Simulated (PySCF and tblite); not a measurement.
The numbers below are computed, except where a source is named.
System: C₆H₈Si, numbered as in [CH:1]1=[CH:2][CH:3]=[CH:4][SiH2:5][CH:6]=[CH:7]1.

For the inversion of the 7-membered ring (1–2–3–4–5–6–7): electronic barrier 1.51 kcal/mol, zero-point change 0.20 kcal/mol, thermal and entropy terms at 298.15 K a further 0.45 kcal/mol (symmetry numbers apart). The minimum is Cs, the saddle C2v. Level: B3LYP/pcSseg-1 + D3(BJ) on GFN2-xTB stationary points, with GFN2-xTB thermal terms. Rates follow Eyring's equation with the number of equivalent paths and no tunnelling. Programs: tblite and PySCF.

Q: How many equivalent paths lead out of the minimum?

A: 1: the symmetry number of the minimum is 1, that of the saddle displaced along its mode 1.

Q: Work out the rate at 298.15 K.

A: ΔG‡ = 2.16 kcal/mol; k_B T/h = 6.2×10¹² s⁻¹; exp(−ΔG‡/RT) = 0.026; times 1 gives k = 1.6×10¹¹ s⁻¹. Wigner's tunnelling factor for the 69i cm⁻¹ mode would be 1.00.

The barrier is low, and the GFN2-xTB saddle may lie off the DFT one, so take it as rough.
